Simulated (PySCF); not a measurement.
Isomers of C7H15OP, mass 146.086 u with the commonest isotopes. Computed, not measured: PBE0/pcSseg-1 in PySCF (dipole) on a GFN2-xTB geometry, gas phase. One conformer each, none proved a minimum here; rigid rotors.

Question: Order these by radius of gyration √(Σ m r²/M), smallest first.
A. `[CH3:1]/[CH:2]=[CH:3]\[P@@H:4](=[O:5])[CH2:6][CH2:7][CH2:8][CH3:9]` with C2–C3–P4–O5 167°, C3–P4–C6–C7 -169°, P4–C6–C7–C8 -61°, C6–C7–C8–C9 -65°
B. `[CH3:1][O:2][CH2:3][CH2:4][P:5]([CH3:6])[CH:7]1[CH2:8][CH2:9]1` with C1–O2–C3–C4 179°, O2–C3–C4–P5 -176°, C3–C4–P5–C6 -176°, C4–P5–C7–C8 102°
C. `[CH3:1][P:2]1(=[O:3])[CH2:4][CH2:5][CH2:6][CH2:7][CH2:8][CH2:9]1` with C1–P2–C4–C5 179°, P2–C4–C5–C6 -57°, C4–C5–C6–C7 76°, C5–C6–C7–C8 -104°

Answer: C (2.001 Å), A (2.350 Å), B (2.520 Å).

Question: Order these by rotational constant A, largest first.
A. `[CH3:1][P:2]1(=[O:3])[CH2:4][CH2:5][CH2:6][CH2:7][CH2:8][CH2:9]1` with C1–P2–C4–C5 179°, P2–C4–C5–C6 -57°, C4–C5–C6–C7 76°, C5–C6–C7–C8 -104°
B. `[CH3:1][O:2][CH2:3][CH2:4][P:5]([CH3:6])[CH:7]1[CH2:8][CH2:9]1` with C1–O2–C3–C4 179°, O2–C3–C4–P5 -176°, C3–C4–P5–C6 -176°, C4–P5–C7–C8 102°
C. `[CH3:1]/[CH:2]=[CH:3]\[P@@H:4](=[O:5])[CH2:6][CH2:7][CH2:8][CH3:9]` with C2–C3–P4–O5 167°, C3–P4–C6–C7 -169°, P4–C6–C7–C8 -61°, C6–C7–C8–C9 -65°

Answer: B (2104 MHz), A (1987 MHz), C (1892 MHz).

Question: Order these by out-of-plane moment Σ m c² = (Ia + Ib − Ic)/2, largest first.
A. `[CH3:1][O:2][CH2:3][CH2:4][P:5]([CH3:6])[CH:7]1[CH2:8][CH2:9]1` with C1–O2–C3–C4 179°, O2–C3–C4–P5 -176°, C3–C4–P5–C6 -176°, C4–P5–C7–C8 102°
B. `[CH3:1][P:2]1(=[O:3])[CH2:4][CH2:5][CH2:6][CH2:7][CH2:8][CH2:9]1` with C1–P2–C4–C5 179°, P2–C4–C5–C6 -57°, C4–C5–C6–C7 76°, C5–C6–C7–C8 -104°
C. `[CH3:1]/[CH:2]=[CH:3]\[P@@H:4](=[O:5])[CH2:6][CH2:7][CH2:8][CH3:9]` with C2–C3–P4–O5 167°, C3–P4–C6–C7 -169°, P4–C6–C7–C8 -61°, C6–C7–C8–C9 -65°

Answer: B (78.28 u·Å²), C (54.05 u·Å²), A (29.51 u·Å²).

```json
{"SMILES": "C/C=C\\[P@@H](=O)CCCC", "point group": "C1", "Ia (u·Å²)": "267.06", "Ib (u·Å²)": "593.98", "Ic (u·Å²)": "752.95", "κ": "-0.71", "μa (D)": "1.10", "μb (D)": "4.29", "μc (D)": "1.11"}
{"SMILES": "CP1(=O)CCCCCC1", "point group": "C1", "Ia (u·Å²)": "254.28", "Ib (u·Å²)": "409.14", "Ic (u·Å²)": "506.85", "κ": "-0.52", "μa (D)": "0.55", "μb (D)": "0.52", "μc (D)": "3.69"}
{"SMILES": "COCCP(C)C1CC1", "point group": "C1", "Ia (u·Å²)": "240.18", "Ib (u·Å²)": "717.33", "Ic (u·Å²)": "898.48", "κ": "-0.82", "μa (D)": "0.25", "μb (D)": "0.94", "μc (D)": "0.51"}
```
